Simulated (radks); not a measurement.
Results of a calculation; reference values are marked as such.
Valence configurations of Cl3+ (all share [Ne]). Code: a radial shooting solver on a logarithmic mesh with Libxc functionals. Model: Dirac Kohn-Sham, PBE, spin-unpolarised, spherical densities, finite nucleus; open shells fill j = l - 1/2 first; Fermi nuclear charge, rms radius 3.3654 fm. Energies are relative to 3s2 3p2; eigenvalues in eV.

3s2 3p2: E (eV) 0.000; e(3p1/2) -45.205; e(3s1/2) -58.842
3s1 3p3: E (eV) 13.841; e(3p1/2) -45.716; e(3p3/2) -45.530; e(3s1/2) -59.390
3p4: E (eV) 27.719; e(3p1/2) -46.211; e(3p3/2) -46.023
3s1.5 3p2.5: E (eV) 6.916; e(3p1/2) -45.463; e(3p3/2) -45.277; e(3s1/2) -59.119
3s0.5 3p3.5: E (eV) 20.776; e(3p1/2) -45.966; e(3p3/2) -45.779; e(3s1/2) -59.657

NIST lists [Ne] 3s2 3p2 as the ground configuration; this level of theory agrees among the configurations tried. The energies are those of spherical spin-averaged densities, not of single terms.
